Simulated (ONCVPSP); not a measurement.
# Mo (Z = 42), ONCV: configuration errors across variants

ONCVPSP 4.0.1 input, shortened (lines: element, Z, core and valence counts, functional; n l f; lmax; l rc ep ncon nbas qcut; lloc lpopt rc5 dvloc0; l nproj debl; icmod fcfact rcfact), LDA (Perdew-Wang 92), scalar-relativistic:

```
  Mo 42.00    6    4  -001012      upf
    1    0    2.00
    2    0    2.00
    2    1    6.00
    3    0    2.00
    3    1    6.00
    3    2   10.00
    4    0    2.00
    4    1    6.00
    4    2    4.00
    5    0    2.00
    2
    0    1.75    0.00    5   10    7.50
    1    2.05    0.00    4    7    7.40
    2    1.85    0.00    4    9   10.20
    4    5    1.70    6.00
    0    2    1.20
    1    2    3.60
    2    2    2.50
    2    0.50    0.80
```

All-electron excitation energies from the reference (eV): (1) 4s2 4p6 4d5 5s1 -0.144; (2) 4s2 4p6 4d5 5s0 7.034; (3) 4s2 4p6 4d4 5s0 22.735; (4) 4s2 4p6 4d3 5s0 49.697.

A true bound ghost makes a file unfit for plane-wave use even where its test errors are small: the radial tests pick states by their node count and pass the ghost by.

Errors AE − PS in meV (a dash: test not solved or not reliable):

```csv
change,(1),(2),(3),(4),bound ghosts,GHOST(+) flags above zero
base,-2.5,-5.1,-4.9,-2.4,none,none
p: rc 1.74,-2.7,-5.4,-5.0,-3.3,none,none
p: rc 2.12,-2.5,-5.0,-4.8,-2.2,none,none
p: rc 2.3,-2.5,-5.0,-4.9,-2.2,none,none
p: rc 2.72,-2.8,-5.6,-5.0,-3.7,none,none
p: rc 2.86,-3.0,-6.0,-5.3,-5.4,none,none
```

Task: Give the same row for: p: rc 1.48; local potential polynomial inside 1.48 bohr (lpopt 5, dvloc0 6 Ha).

Result: -2.8, -5.8, -5.3, -4.3; bound ghosts: p; GHOST(+) flags above zero: none.
